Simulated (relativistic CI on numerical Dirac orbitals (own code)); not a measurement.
# Pd⁺: 3p photoemission

Computed with this model: Dirac-Coulomb-Breit CI, orbitals from a KLI potential per configuration, QED by a radiative potential, valence Slater integrals scaled by 0.7, multiplet model of photoemission in the sudden approximation; configurations [Kr] 4d9 → [Ne] 3s2 3p5 3d10 4s2 4p6 4d9; 80 K; Lorentzian 2 eV and Gaussian 0.6 eV FWHM. Energies are those of the free ion, without screening or charge transfer. The energies are binding energies and can lie tens of eV above those of solids. S is read from ⟨S²⟩ = S(S + 1).

free ion: ground-state S = 0.50, centroid 562.40 eV. Peaks (eV, height): 553.0 (100), 581.2 (54).

Strongest unbroadened transitions for free ion:

| Energy (eV) | Relative strength |
| --- | --- |
| 552.70 | 71.4 |
| 552.77 | 43.0 |
| 553.01 | 100.0 |
| 553.26 | 12.6 |
| 553.57 | 12.6 |
| 553.81 | 6.4 |
| 553.85 | 20.8 |
| 581.13 | 55.5 |
| 581.21 | 77.8 |
| 581.84 | 0.0 |
